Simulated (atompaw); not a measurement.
**Which change was made? (Sn, PAW (atompaw))**

```
Element                 : tin
Generator               : atompaw 4.2.0.5
Type                    : PAW
Functional              : PBE
Relativity              : scalar-relativistic
Frozen core             : [Kr] 4d10
Valence charge          : 4
Reference configuration : 5s2 5p2
Partial waves           : 5s (bound): rc 2.35 bohr; 5s channel at 0.2 Ry: rc 2.35 bohr; 5p (bound): rc 2.35 bohr; 5p channel at 3.4 Ry: rc 2.35 bohr; 5d channel at 0.05 Ry: rc 2.35 bohr; 5d channel at 2 Ry: rc 2.35 bohr
Local potential         : ultrasoft scheme with l = 3 at -0.5 Ry, radius 2.00 bohr
Core correction         : smooth core density matched at 1.35 bohr
Augmentation charge     : sinc compensation charge, radius 1.80 bohr; PAW radius 2.35 bohr; waves and projectors: custom rrkj vanderbiltortho
```

Cutoffs, loose and tight: the cutoffs (Ry, on a coarse ladder) from which the occupation-weighted sum of valence levels, in a spherical-Bessel basis at the reference potential, stays within 10 and 1 mRy of its value at 400 Ry. They see the waves, projectors and local potential, not the compensation charge or the core.

The base gives: outcome: generated; cutoff, loose: 6 Ry; cutoff, tight: 6 Ry; bound ghosts: d.

After one change the result is: outcome: generated; cutoff, loose: 6 Ry; cutoff, tight: 8 Ry; bound ghosts: none. Which change was it?
A. all radii scaled by about 1.21 (s 2.84, p 2.84, d 2.84 bohr); local potential ultrasoft scheme with l = 3 at -0.5 Ry, radius 2.42 bohr; augmentation sinc compensation charge, radius 2.18 bohr; PAW radius 2.84 bohr; waves and projectors: custom rrkj vanderbiltortho; core correction smooth core density matched at 1.62 bohr
B. wave 5d channel at 2 Ry: rc 2.35 bohr becomes 5d channel at 2 Ry: rc 1.54 bohr
C. core [Kr], valence charge 14; reference 4d10 5s2 5p2; waves now 5s (bound): rc 2.20 bohr; 5s channel at 0.25 Ry: rc 2.20 bohr; 5p (bound): rc 2.20 bohr; 5p channel at 2.6 Ry: rc 2.20 bohr; 4d (bound): rc 2.20 bohr; 4d channel at -0.1 Ry: rc 2.20 bohr; 4f channel at -0.15 Ry: rc 2.10 bohr; local potential ultrasoft scheme with l = 4 at -0.5 Ry, radius 1.80 bohr; core correction smooth core density matched at 1.45 bohr; augmentation sinc compensation charge, radius 2.10 bohr; PAW radius 2.20 bohr; waves and projectors: custom rrkj vanderbiltortho

A. The others give: core [Kr], valence charge 14; reference 4d10 5s2 5p2; waves now 5s (bound): rc 2.20 bohr; 5s channel at 0.25 Ry: rc 2.20 bohr; 5p (bound): rc 2.20 bohr; 5p channel at 2.6 Ry: rc 2.20 bohr; 4d (bound): rc 2.20 bohr; 4d channel at -0.1 Ry: rc 2.20 bohr; 4f channel at -0.15 Ry: rc 2.10 bohr; local potential ultrasoft scheme with l = 4 at -0.5 Ry, radius 1.80 bohr; core correction smooth core density matched at 1.45 bohr; augmentation sinc compensation charge, radius 2.10 bohr; PAW radius 2.20 bohr; waves and projectors: custom rrkj vanderbiltortho → outcome: generated; cutoff, loose: 21 Ry; cutoff, tight: 40 Ry; bound ghosts: none | wave 5d channel at 2 Ry: rc 2.35 bohr becomes 5d channel at 2 Ry: rc 1.54 bohr → outcome: failed: atompaw: The overlap operator has at least one negative eigenvalue!.
